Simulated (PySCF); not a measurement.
**SnCl⁻ from Hartree–Fock to correlated methods**

State: ³Σ⁻ (triplet), unpaired electrons π ↑↑. Set-up: PySCF, scalar-relativistic core potentials, basis sets Sn def2-SVPD with ECP28, Cl def2-SVPD. De refers to Sn + Cl⁻ in their high-spin ground configurations, without counterpoise correction. The functionals are run spin-unrestricted. A positive dipole points towards Cl; it is taken about the centre of mass and depends on that origin.

| Level | Re (Å) | ωe (cm⁻¹) | De (eV) | μ (D) | CPU s a point (SCF and correlation, without the integrals) |
| --- | --- | --- | --- | --- | --- |
| UHF | 2.655 | 214 | n/a | -3.47 | 0.14 |
| UHF-MP2 | 2.627 | 231 | 1.54 | n/a | 0.23 |
| UHF-SCS-MP2 | 2.642 | 224 | 1.46 | n/a | n/a |
| UHF-CCSD | 2.639 | 225 | n/a | n/a | n/a |
| UHF-CCSD(T) | 2.640 | 226 | 1.51 | n/a | 6.6 |
| PBE | 2.621 | 230 | 1.71 | -2.81 | 0.42 |
| r²SCAN | 2.594 | 241 | 1.79 | -2.67 | 0.6 |
| TPSSh | 2.605 | 237 | 1.70 | -2.81 | 0.67 |
| B3LYP | 2.639 | 222 | 1.51 | -3.15 | 0.53 |
| PBE0 | 2.596 | 239 | 1.69 | -2.82 | 0.74 |
| BHandHLYP | 2.618 | 229 | 1.50 | -3.18 | 0.37 |

Problem. Which functional lies closest to UHF-CCSD(T) in De, which farthest, and by how much do they differ from it?

Solution. Closest is B3LYP (-0.1 pm in Re, -1.8 % in ωe, +0.00 eV in De against UHF-CCSD(T) in the same basis), farthest r²SCAN (-4.6 pm in Re, +6.6 % in ωe, +0.28 eV in De). CCSD(T) converges more slowly with the basis than the functionals do and binds too weakly in this one, so the order can change at the basis-set limit.

Problem. What does the triples do here, going from UHF-CCSD to UHF-CCSD(T)?

Solution. UHF-CCSD(T) less UHF-CCSD: +0.1 pm in Re, +0.4 % in ωe. Correlation nearly always deepens the well. The bond length hardly moves.

Correlated steps freeze 9 core orbitals. Correlated levels converge slowly with the basis: in double zeta they bind strong bonds too weakly, by up to about 1 eV, and carry superposition errors of some tenths. These are scalar-relativistic numbers at best; spin–orbit coupling would shift them, the dissociation energy most. For an ion De counts to the pair picked by the measured ionisation energies or electron affinities, which need not be the lowest pair at this level. The highest Kohn–Sham level is positive in this anion. Much of that is self-interaction error, but it also means that the finite basis helps to hold the extra electron. The state is the lowest determinant that a PBE0 search found; another state may lie lower at other levels.

The whole job (state search and all levels along the bond) took about 2 min on 1 thread of Intel Xeon 6975P-C (shared host), peak memory 0.78 GiB.
